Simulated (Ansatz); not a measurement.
C2H3BO (SMILES B=CC=O), closed shell: a trajectory.

Input (in.yaml):

```yaml
crystal:
  periodic: [false, false, false]
  atoms:
    - {symbol: B, position_ang: [-0.753660, 1.028090, -0.764630]}
    - {symbol: C, position_ang: [0.063860, 0.432320, 0.190270]}
    - {symbol: C, position_ang: [0.439110, -0.966350, 0.353120]}
    - {symbol: O, position_ang: [1.160500, -1.395810, 1.219800]}
    - {symbol: H, position_ang: [-1.430790, 1.499410, -1.558940]}
    - {symbol: H, position_ang: [0.521070, 1.044520, 0.963480]}
    - {symbol: H, position_ang: [-0.000110, -1.642180, -0.403110]}
basis:
  gaussian: {orbitals: def2-SVP}
hamiltonian: {xc: {name: BHLYP}, dispersion: d4}
md: {n_steps: 40, timestep: 0.25, temperature: 300, ensemble: nvt_nose_hoover, seed: 590, initial_velocities: maxwell_boltzmann}
```

Command:

```bash
ansatz run in.yaml --threads 2 --pin off --events-out ev --progress --plain --max-ram 3481MiB
```

The run's output (Ansatz 0.2.0):

```
Functional definition: BHLYP
  name "BHLYP"
  cite "Becke, J. Chem. Phys. 98, 1372 (1993) doi:10.1063/1.464304"
  cite "Becke, Phys. Rev. A 38, 3098 (1988) doi:10.1103/PhysRevA.38.3098"
  cite "Lee, Yang & Parr, Phys. Rev. B 37, 785 (1988) doi:10.1103/PhysRevB.37.785"
  parameter a = 0.5
  exchange = (1 - a)*b88_x + a*exact_x
  correlation = lyp_c
800 factors; integrals over basis functions are off by at most 2.6e-4 eV
mean field evaluation 1: about -4832.3502 eV, gradient 4.6e1 eV
mean field evaluation 2: about -4826.1087 eV, gradient 7.1e1 eV
mean field evaluation 4: about -4837.3656 eV, gradient 4.5e0 eV
mean field evaluation 8: about -4837.4217 eV, gradient 1.8e-1 eV
mean field -4837.42188779 eV, -177.7719754538 hartree, gradient 3.2e-5 eV, S^2 0.000000; 0 other end points of the search recorded, 0 dependent functions left out
the calculation of the forces begins
reference -4837.42202530 eV, -177.7719805072 hartree; 14, 14 occupied and 57, 57 virtual orbitals, 800 factors
md step     0: t =     0.00 fs  T =   300.0 K  F+E_penalty+E_count = -4837.54293246 eV  E_kin = 0.193890 eV  conserved = -4837.34904246 eV  (26 SCF iters)
md step     1: t =     0.25 fs  T =   292.2 K  F+E_penalty+E_count = -4837.53787298 eV  E_kin = 0.188867 eV  conserved = -4837.34900628 eV  (27 SCF iters)
md step     2: t =     0.50 fs  T =   282.3 K  F+E_penalty+E_count = -4837.53143498 eV  E_kin = 0.182474 eV  conserved = -4837.34896132 eV  (27 SCF iters)
md step     3: t =     0.75 fs  T =   271.4 K  F+E_penalty+E_count = -4837.52434495 eV  E_kin = 0.175433 eV  conserved = -4837.34891185 eV  (27 SCF iters)
md step     4: t =     1.00 fs  T =   260.8 K  F+E_penalty+E_count = -4837.51739640 eV  E_kin = 0.168534 eV  conserved = -4837.34886304 eV  (27 SCF iters)
md step     5: t =     1.25 fs  T =   251.5 K  F+E_penalty+E_count = -4837.51136836 eV  E_kin = 0.162549 eV  conserved = -4837.34882040 eV  (27 SCF iters)
md step     6: t =     1.50 fs  T =   244.7 K  F+E_penalty+E_count = -4837.50693963 eV  E_kin = 0.158153 eV  conserved = -4837.34878895 eV  (27 SCF iters)
md step     7: t =     1.75 fs  T =   241.1 K  F+E_penalty+E_count = -4837.50460998 eV  E_kin = 0.155841 eV  conserved = -4837.34877258 eV  (27 SCF iters)
md step     8: t =     2.00 fs  T =   241.2 K  F+E_penalty+E_count = -4837.50463966 eV  E_kin = 0.155871 eV  conserved = -4837.34877341 eV  (27 SCF iters)
md step     9: t =     2.25 fs  T =   244.8 K  F+E_penalty+E_count = -4837.50701649 eV  E_kin = 0.158232 eV  conserved = -4837.34879144 eV  (27 SCF iters)
md step    10: t =     2.50 fs  T =   251.6 K  F+E_penalty+E_count = -4837.51145578 eV  E_kin = 0.162641 eV  conserved = -4837.34882452 eV  (27 SCF iters)
md step    11: t =     2.75 fs  T =   260.8 K  F+E_penalty+E_count = -4837.51743363 eV  E_kin = 0.168578 eV  conserved = -4837.34886869 eV  (27 SCF iters)
md step    12: t =     3.00 fs  T =   271.3 K  F+E_penalty+E_count = -4837.52424833 eV  E_kin = 0.175345 eV  conserved = -4837.34891876 eV  (27 SCF iters)
md step    13: t =     3.25 fs  T =   281.8 K  F+E_penalty+E_count = -4837.53110124 eV  E_kin = 0.182152 eV  conserved = -4837.34896909 eV  (27 SCF iters)
md step    14: t =     3.50 fs  T =   291.2 K  F+E_penalty+E_count = -4837.53718527 eV  E_kin = 0.188194 eV  conserved = -4837.34901430 eV  (27 SCF iters)
md step    15: t =     3.75 fs  T =   298.2 K  F+E_penalty+E_count = -4837.54176951 eV  E_kin = 0.192747 eV  conserved = -4837.34905000 eV  (27 SCF iters)
md step    16: t =     4.00 fs  T =   302.1 K  F+E_penalty+E_count = -4837.54426975 eV  E_kin = 0.195228 eV  conserved = -4837.34907299 eV  (27 SCF iters)
md step    17: t =     4.25 fs  T =   302.1 K  F+E_penalty+E_count = -4837.54429878 eV  E_kin = 0.195253 eV  conserved = -4837.34908179 eV  (27 SCF iters)
md step    18: t =     4.50 fs  T =   298.1 K  F+E_penalty+E_count = -4837.54169227 eV  E_kin = 0.192656 eV  conserved = -4837.34907634 eV  (27 SCF iters)
md step    19: t =     4.75 fs  T =   290.1 K  F+E_penalty+E_count = -4837.53651147 eV  E_kin = 0.187498 eV  conserved = -4837.34905789 eV  (27 SCF iters)
md step    20: t =     5.00 fs  T =   278.6 K  F+E_penalty+E_count = -4837.52902537 eV  E_kin = 0.180045 eV  conserved = -4837.34902864 eV  (27 SCF iters)
md step    21: t =     5.25 fs  T =   264.2 K  F+E_penalty+E_count = -4837.51967716 eV  E_kin = 0.170738 eV  conserved = -4837.34899143 eV  (27 SCF iters)
md step    22: t =     5.50 fs  T =   247.8 K  F+E_penalty+E_count = -4837.50904039 eV  E_kin = 0.160147 eV  conserved = -4837.34894937 eV  (26 SCF iters)
md step    23: t =     5.75 fs  T =   230.4 K  F+E_penalty+E_count = -4837.49776999 eV  E_kin = 0.148924 eV  conserved = -4837.34890565 eV  (26 SCF iters)
md step    24: t =     6.00 fs  T =   213.1 K  F+E_penalty+E_count = -4837.48655251 eV  E_kin = 0.137754 eV  conserved = -4837.34886307 eV  (26 SCF iters)
md step    25: t =     6.25 fs  T =   197.0 K  F+E_penalty+E_count = -4837.47605951 eV  E_kin = 0.127304 eV  conserved = -4837.34882427 eV  (26 SCF iters)
md step    26: t =     6.50 fs  T =   182.9 K  F+E_penalty+E_count = -4837.46690572 eV  E_kin = 0.118188 eV  conserved = -4837.34879137 eV  (26 SCF iters)
md step    27: t =     6.75 fs  T =   171.6 K  F+E_penalty+E_count = -4837.45961401 eV  E_kin = 0.110926 eV  conserved = -4837.34876608 eV  (25 SCF iters)
md step    28: t =     7.00 fs  T =   163.9 K  F+E_penalty+E_count = -4837.45458760 eV  E_kin = 0.105921 eV  conserved = -4837.34874959 eV  (25 SCF iters)
md step    29: t =     7.25 fs  T =   160.0 K  F+E_penalty+E_count = -4837.45208991 eV  E_kin = 0.103436 eV  conserved = -4837.34874266 eV  (25 SCF iters)
md step    30: t =     7.50 fs  T =   160.3 K  F+E_penalty+E_count = -4837.45223184 eV  E_kin = 0.103581 eV  conserved = -4837.34874562 eV  (25 SCF iters)
md step    31: t =     7.75 fs  T =   164.5 K  F+E_penalty+E_count = -4837.45496643 eV  E_kin = 0.106310 eV  conserved = -4837.34875834 eV  (25 SCF iters)
md step    32: t =     8.00 fs  T =   172.4 K  F+E_penalty+E_count = -4837.46009066 eV  E_kin = 0.111420 eV  conserved = -4837.34878029 eV  (25 SCF iters)
md step    33: t =     8.25 fs  T =   183.4 K  F+E_penalty+E_count = -4837.46725451 eV  E_kin = 0.118562 eV  conserved = -4837.34881048 eV  (27 SCF iters)
md step    34: t =     8.50 fs  T =   196.9 K  F+E_penalty+E_count = -4837.47597713 eV  E_kin = 0.127258 eV  conserved = -4837.34884752 eV  (26 SCF iters)
md step    35: t =     8.75 fs  T =   211.9 K  F+E_penalty+E_count = -4837.48567024 eV  E_kin = 0.136920 eV  conserved = -4837.34888954 eV  (25 SCF iters)
md step    36: t =     9.00 fs  T =   227.3 K  F+E_penalty+E_count = -4837.49566882 eV  E_kin = 0.146886 eV  conserved = -4837.34893425 eV  (25 SCF iters)
md step    37: t =     9.25 fs  T =   242.1 K  F+E_penalty+E_count = -4837.50526858 eV  E_kin = 0.156455 eV  conserved = -4837.34897896 eV  (25 SCF iters)
md step    38: t =     9.50 fs  T =   255.2 K  F+E_penalty+E_count = -4837.51376967 eV  E_kin = 0.164930 eV  conserved = -4837.34902068 eV  (25 SCF iters)
md step    39: t =     9.75 fs  T =   265.6 K  F+E_penalty+E_count = -4837.52052482 eV  E_kin = 0.171665 eV  conserved = -4837.34905623 eV  (25 SCF iters)
md step    40: t =    10.00 fs  T =   272.5 K  F+E_penalty+E_count = -4837.52498962 eV  E_kin = 0.176121 eV  conserved = -4837.34908251 eV  (28 SCF iters)
Total energy: -4837.52512604 eV, -177.7757693898 hartree
Atom 0 at    -0.736176     0.968362    -0.764671 Å, force     0.008381     0.233858    -0.385346 eV/Å
Atom 1 at     0.069092     0.473855     0.253083 Å, force    -0.242042    -0.234125    -0.488116 eV/Å
Atom 2 at     0.412405    -0.954264     0.357714 Å, force     0.399304     0.273550     0.042682 eV/Å
Atom 3 at     1.156203    -1.397512     1.180477 Å, force     0.186409    -0.134984     0.411915 eV/Å
Atom 4 at    -1.333685     1.395738    -1.699894 Å, force     0.017256    -0.131780     0.339000 eV/Å
Atom 5 at     0.545838     1.185877     0.930302 Å, force    -0.034795    -0.295541     0.144952 eV/Å
Atom 6 at     0.014588    -1.651248    -0.407610 Å, force    -0.334514     0.289023    -0.065088 eV/Å
Dipole moment:    -0.479295     0.481539    -0.560868 e Å

[the SCF lines of later steps are left out]
```

The lines “mean field evaluation” count trial sets of orbitals through the whole run, from several starts and some on an approximate energy, so they need not fall steadily or lie above the final value.

Hardware: 2 CPU threads of an Arm Neoverse V1, shared host. Wall time about 42 s.
